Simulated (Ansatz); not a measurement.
**CH2BrF (bromofluoromethane): a line through the functionals**

CH2BrF: 5 atoms, total charge 0, spin state singlet. SMILES: `FCBr`. The coordinates come from a PBE0-D4/def2-TZVP relaxation.

The electronic atomisation energy y, in eV, basis cc-pVDZ; a is the functional's share of exact exchange. Programs: Ansatz 0.2.0.

| functional | program | a | y (eV) |
| --- | --- | --- | --- |
| PBE | Ansatz | 0 | 17.19 |
| r2SCAN | Ansatz | 0 | 16.69 |
| B3LYP | Ansatz | 0.2 | 16.42 |
| r2SCAN0 | Ansatz | 0.25 | 16.24 |
| PBE0 | Ansatz | 0.25 | ? |
| BHLYP | Ansatz | 0.5 | 15.67 |

**Question.** Fit y = c + s·a to the known rows and predict PBE0.

**Answer.** 
1. Means of the 5 rows: a = 0.1900, y = 16.442.
2. Σ(Δa)² = 0.172, Σ(Δa·Δy) = -0.4409, so the slope is -0.4409/0.172 = -2.5634.
3. Intercept: 16.442 − (-2.5634) × 0.1900 = 16.929. The largest residual of the fit is 0.26.
4. PBE0: 16.929 + (-2.5634) × 0.25 = 16.29 eV.

The run gave 16.63 eV, so the prediction is off by -0.34 eV, about the scatter of the fit. The rows mix families of semi-local functionals, which the line can't see. Spin-orbit coupling is left out.
